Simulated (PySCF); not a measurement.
Predicted microwave data (PBE0/def2-SVPD in PySCF (dipole) on a GFN2-xTB geometry, gas phase) for one isomer of C7H7OP:

| Item | Value |
| --- | --- |
| Rotational constants | A = 2608, B = 763.6, C = 675.0 MHz |
| Dipole components | \|μa\| = 0.24 D, \|μb\| = 1.38 D, \|μc\| = 1.22 D |
| Inertial defect | -106.92 u·Å² |
| κ | -0.91 |

Task: Which structure is it? (One computed conformer of each.)
A. `[CH3:1][c:2]1[cH:3][p:4][cH:5][cH:6][c:7]1[CH:8]=[O:9]` with C6–C7–C8–O9 0°
B. `[CH3:1][C:2]#[C:3][PH:4][c:5]1[cH:6][cH:7][cH:8][o:9]1` with C3–P4–C5–C6 -101°
C. `[CH:1]#[C:2][P:3]([CH3:4])[c:5]1[cH:6][cH:7][o:8][cH:9]1` with C2–P3–C5–C6 -43°

Result: B. It is CC#CPc1ccco1, a near-prolate asymmetric top, point group C1. The candidates at the same level (rigid rotor, commonest isotopes):

| SMILES | A (MHz) | B (MHz) | C (MHz) | μa (D) | μb (D) | μc (D) | Δ (u·Å²) | point group | rotor |
| --- | --- | --- | --- | --- | --- | --- | --- | --- | --- |
| CC#CPc1ccco1 | 2608 | 763.6 | 675.0 | 0.24 | 1.38 | 1.22 | -106.92 | C1 | near-prolate asymmetric top |
| Cc1cpccc1C=O | 2347 | 1135 | 768.9 | 1.19 | 2.37 | 0.00 | -3.14 | Cs | asymmetric top |
| C#CP(C)c1ccoc1 | 2533 | 1033 | 805.3 | 0.10 | 0.04 | 1.00 | -61.25 | C1 | asymmetric top |

`C#CP(C)c1ccoc1` has B 35 % too high; `Cc1cpccc1C=O` has B 49 % too high. No structure here is proved a minimum.
